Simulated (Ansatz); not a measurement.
Consider the cleavage of the B–Ge bond: `C[BH][GeH2][Cl]` + `NBN` → `CBNBN` + `[Cl][GeH3]`.

Computed with Ansatz on PBE0-D4/def2-TZVP structures; ΔE is electronic, products minus reactants. CCSD(T)/CBS is the MP2 limit (def2-TZVPP, def2-QZVPP) plus CCSD(T) − MP2 in def2-TZVPP, frozen cores. Functionals use def2-TZVPP. For Ge outer-core shells are correlated without core-valence functions, which leaves a few kJ/mol of doubt a bond. Scalar relativity is left out up to krypton. One conformer a species, not always the lowest.

```json
{"level": "B2PLYP", "ΔE (kcal/mol)": "-30.8"}
{"level": "CCSD/CBS(def2)", "ΔE (kcal/mol)": "-29.6"}
```

What does CCSD(T)/CBS give? (Best estimate.)

Computed: -29.7 kcal/mol. The listed levels differ from it by -1.1, 0.1 kcal/mol.

Largest T1 diagnostic among the species: 0.012.

In def2-TZVPP, CCSD(T) changes the Hartree–Fock value by +1.5 kcal/mol (the triples alone add −0.1 kcal/mol) and MP2 by +1.2 kcal/mol.
